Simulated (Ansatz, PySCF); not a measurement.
C₃H₉Ge, SMILES [CH3][Ge]([CH3])[CH3], multiplicity 2. Atoms are numbered in the order given.

```xyz
13

Ge     0.0000     0.0000     0.2439
C     -0.6221     1.7571    -0.4372
C     -1.2106    -1.4173    -0.4373
C      1.8327    -0.3398    -0.4372
H     -0.6132     1.7400    -1.5409
H     -1.6472     1.9692    -0.0987
H      0.0379     2.5677    -0.0943
H     -2.2426    -1.2510    -0.0944
H     -0.8818    -2.4111    -0.0987
H     -1.2002    -1.4010    -1.5410
H      2.2047    -1.3166    -0.0942
H      2.5289     0.4420    -0.0989
H      1.8133    -0.3392    -1.5410
```
Charge 0, spin multiplicity 2.

Geometry: B3LYP-D3(BJ)/def2-SVP.

Two levels are set side by side: PBE-D3(BJ)/def2-SVP (Ansatz, a program for electronic structure) and B3LYP-D3(BJ)/def2-SVP (Ansatz). Each level has its own optimised geometry; the coordinates shown are those of the second. Frequencies come from the Hessian of PySCF at each geometry. Differences are taken from unrounded values.

```csv
quantity,B3LYP-D3(BJ),PBE-D3(BJ),PBE-D3(BJ) minus B3LYP-D3(BJ)
mean bond length (Å),1.322,1.328,0.006
bond Ge1–C2 (Å),1.985,1.986,0.001
bond Ge1–C3 (Å),1.984,1.986,0.001
bond Ge1–C4 (Å),1.984,1.986,0.001
bond C2–H5 (Å),1.104,1.111,0.007
bond C2–H6 (Å),1.100,1.107,0.007
bond C2–H7 (Å),1.100,1.107,0.007
bond C3–H8 (Å),1.100,1.107,0.007
bond C3–H9 (Å),1.100,1.107,0.007
bond C3–H10 (Å),1.104,1.111,0.007
bond C4–H11 (Å),1.100,1.107,0.007
bond C4–H12 (Å),1.100,1.107,0.007
bond C4–H13 (Å),1.104,1.111,0.007
highest harmonic wavenumber (cm⁻¹),3142,3094,-47
mean harmonic wavenumber (cm⁻¹),1432,1398,-35
zero-point energy (kcal/mol),67.56,65.93,-1.63
```

Exact exchange shortens and stiffens bonds; PBE has none. Differences between two approximate levels are no errors against the true value.
